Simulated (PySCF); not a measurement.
**Pb2 at several levels of theory**

Computed with PySCF 2.14.0 (density fitting, no spin-orbit coupling) at the geometry relaxed with BP86:

```xyz
2
Pb2 (triplet)
Pb    0.0000    0.0000    1.4720
Pb    0.0000    0.0000   -1.4720
```

| level | basis | state | HOMO (eV) | gap (eV) | charge on Pb1 (e) | dipole about the centre of mass (D) | largest force component (eV/Å) |
| --- | --- | --- | --- | --- | --- | --- | --- |
| BP86 | Pb def2-SVP with ECP60 | triplet | -4.16 | 0.40 | 0.00 | 0.00 | 0.00 |
| TPSSh | the same | triplet | -4.31 | 1.06 | 0.00 | 0.00 | 0.24 |
| revPBE | the same | triplet | -3.91 | 0.44 | 0.00 | 0.00 | 0.08 |
| BLYP | the same | triplet | -3.87 | 0.26 | 0.00 | 0.00 | 0.25 |
| BP86 | Pb def2-TZVP with ECP60 | triplet | -4.17 | 0.41 | 0.00 | 0.00 | 0.12 |
| BP86 | Pb x2c-SVPall | triplet | -4.21 | 0.43 | 0.00 | 0.00 | 0.25 |

HOMO and gap are taken over both spins. Charges are Mulliken's, which hang on the basis. The relaxation used the grid (50, 194), these runs (75, 302) or, all-electron (x2c bases, spin-free X2C Hamiltonian), (99, 590).

What does CAM-B3LYP with Pb def2-SVP with ECP60 give here?

state triplet, HOMO (eV) -5.78, gap (eV) 3.75, charge on Pb1 (e) 0.00, dipole about the centre of mass (D) 0.00, largest force component (eV/Å) 0.57. Time: 2.2 s on 2 threads of Intel(R) Xeon(R) Platinum 8488C (Sapphire Rapids), with other jobs on the host, from an already converged density.

Open shells may have lower solutions than the one found.

A gap near or under zero over both spins lies within a partly filled shell and is no excitation energy.
